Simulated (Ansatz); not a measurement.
Program: Ansatz. Geometries: PBE0-D4/def2-TZVP. ΔE: electronic, gas phase. CBS: MP2 limit from def2 TZ/QZ plus the TZ coupled-cluster correction, frozen cores. Functionals use def2-TZVPP. B3LYP here is the variant with VWN-RPA as its local correlation; programs differ in this. HSE06 is defined as in plane-wave codes. For Ga outer-core shells are correlated without core-valence functions, which leaves a few kJ/mol of doubt a bond. Scalar relativity is left out up to krypton. One conformer a species, not always the lowest.

`C[Si](C)(C)[CH2][Ga]([Cl])[Cl]` + `BNCC` → `BN(CC)[Si](C)(C)C` + `[CH3][Ga]([Cl])[Cl]`  (ligand exchange at the Si–C bond)

| level | ΔE (kJ/mol) | difference from CCSD(T)/CBS |
| --- | --- | --- |
| revPBE-D4 | -24.1 | 3.9 |
| BLYP-D4 | -27.3 | 0.7 |
| r2SCAN0-D4 | -26.5 | 1.5 |
| HSE06-D4 | -21.5 | 6.5 |
| B2PLYP | -27.2 | 0.8 |
| PBE | -18.3 | 9.7 |
| BLYP | -22.2 | 5.8 |
| r2SCAN | -25.3 | 2.7 |
| B3LYP | -24.4 | 3.6 |
| HSE06 | -20.1 | 7.9 |
| HF/def2-SVP | -23.7 | 4.3 |
| CCSD/def2-SVP | -23.7 | 4.3 |
| HF/def2-TZVPP | -29.1 | -1.1 |
| MP2/def2-TZVPP | -28.7 | -0.7 |
| HF/CBS(def2) | -30.4 | -2.4 |
| MP2/CBS(def2) | -28.3 | -0.3 |
| CCSD(T)/CBS | -28.0 | 0 |

Largest T1 diagnostic among the species: 0.012.

The D4 term adds −3.1 kJ/mol with B3LYP and −1.7 kJ/mol with PBE0; it sums over pairs of atoms, weighted by their polarisabilities, and B3LYP, whose exchange is more repulsive, gets the larger term. From BLYP to BHLYP (50 % exact exchange), in def2-TZVPP and without D4, ΔE moves by −6.1 kJ/mol.

CCSD(T)/CBS has its own doubt, a few kJ/mol and more with outer-core shells, so smaller differences from it don't rank the levels.
